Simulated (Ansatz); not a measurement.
Relaxation of C$_{2}$H$_{3}$OSi (7 atoms, charge -1, multiplicity 1), to a largest force component of 0.02 eV/Å in at most 50 steps.

These are results of Ansatz 0.2.0, RKS PBE/6-31G*, not measurements.

```xyz
7
Properties=species:S:1:pos:R:3:forces:R:3
C -0.855 0.920 -0.128 -0.84 1.16 0.12
C 0.007 -0.083 -0.188 0.32 -0.70 0.00
Si 1.581 -1.014 -0.354 1.00 -0.37 -0.99
O -0.228 -1.416 -0.259 -0.37 -0.22 0.04
H -1.938 0.792 -0.109 -0.35 -0.18 -0.01
H -0.503 1.947 -0.079 0.15 0.33 0.02
H 1.938 -1.145 1.117 0.09 -0.01 0.82
```

Question: Where does it end, and by what steps?

Answer: It converged. Limits of this set-up: an anion without diffuse functions, the dipole of an ion depends on the origin. After 5 steps the energy has fallen by 0.088 eV; Si3 moved furthest, 0.06 Å.

```
step  energy less start (eV)  largest force component (eV/Å)  accepted
   0                  0.0000                           1.164       yes
   1                 -0.0700                           0.618       yes
   2                 -0.0861                           0.155       yes
   3                 -0.0863                           0.306       yes
   4                 -0.0881                           0.020       yes
   5                 -0.0882                           0.013       yes
```

```xyz
7
Properties=species:S:1:pos:R:3
C -0.865 0.942 -0.125
C 0.008 -0.087 -0.217
Si 1.622 -1.055 -0.384
O -0.239 -1.416 -0.273
H -1.953 0.777 -0.081
H -0.508 1.976 -0.082
H 1.936 -1.137 1.162
```

Whether the end is a true minimum wasn't checked by a vibrational analysis.

The run took 12 s on 1 thread of Intel(R) Xeon(R) Platinum 8175M CPU @ 2.50GHz (Skylake/Cascade Lake) (shared host), peak memory 0.15 GiB.
